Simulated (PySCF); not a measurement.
Task: Give a PBE0-D3(BJ)/def2-SVP geometry of `CCCCCB1OCC[C@H](F)O1`.

Result: 
```xyz
28
C8H16BFO2 angstrom
C     -4.0059    0.6940    0.3053
C     -3.1616   -0.4230   -0.2869
C     -1.7741    0.0306   -0.7172
C     -0.9151   -1.0812   -1.3047
C      0.4699   -0.6036   -1.7308
B      1.4088   -0.1439   -0.5597
O      1.2199   -0.6316    0.6961
C      2.0749   -0.2676    1.7586
C      3.4511    0.1092    1.2487
C      3.2964    1.1492    0.1592
F      2.7645    2.2863    0.7195
O      2.4528    0.7162   -0.8437
H     -3.5273    1.1240    1.2001
H     -4.1449    1.5151   -0.4167
H     -5.0050    0.3388    0.6009
H     -3.6846   -0.8638   -1.1545
H     -3.0608   -1.2421    0.4473
H     -1.8694    0.8479   -1.4560
H     -1.2516    0.4695    0.1521
H     -1.4440   -1.5287   -2.1645
H     -0.8115   -1.8861   -0.5568
H      1.0091   -1.4152   -2.2558
H      0.3976    0.2110   -2.4721
H      2.1281   -1.1154    2.4578
H      1.6309    0.5858    2.2979
H      4.0751    0.5096    2.0610
H      3.9656   -0.7697    0.8276
H      4.2565    1.4345   -0.3011
```

Orientation and origin are arbitrary. Atoms count from 1 in this order. The 6-membered ring B6–O7–C8–C9–C10–O12 has internal angles of 108.7° to 121.2° (sum 694°, against 720° for a flat polygon); it is puckered, 0.19 Å rms from its mean plane, widest ring torsion 55°. The 2 C–O bonds span 1.380 Å (C10–O12, drawn single) to 1.412 Å (O7–C8, drawn single), a spread of 0.032 Å. Of the pairs four or more bonds apart, F11···H25 is among the closest relative to their van der Waals radii: 2.58 Å, 97 % of the sum of Bondi's values. B6 (three-coordinate boron) is planar (angles 121.2°, 120.0° and 118.7°, sum 359.9°, 0.02 Å off the plane of its three neighbours).

Bonds between heavy atoms (Å): C1–C2 1.520, C2–C3 1.522, C3–C4 1.523, C4–C5 1.526, C5–B6 1.570, B6–O7 1.360, O7–C8 1.412, C8–C9 1.515, C9–C10 1.514, C10–F11 1.375, C10–O12 1.380, B6–O12 1.382.

Computed, not measured: PBE0-D3(BJ)/def2-SVP geometry optimisation, gas phase (PySCF 2.14.0).

Point group: C1 (no symmetry element, even within 0.4 Å). No PBE0-D3(BJ)/def2-SVP frequencies stand behind this structure, so it isn't proved a minimum. The numbers are those of one conformer (C1–C2–C3–C4 180°, C2–C3–C4–C5 180°, C3–C4–C5–B6 67°, C4–C5–B6–O7 25°, C5–B6–O7–C8 178°, B6–O7–C8–C9 -27°, O7–C8–C9–C10 52°, C8–C9–C10–F11 65°).
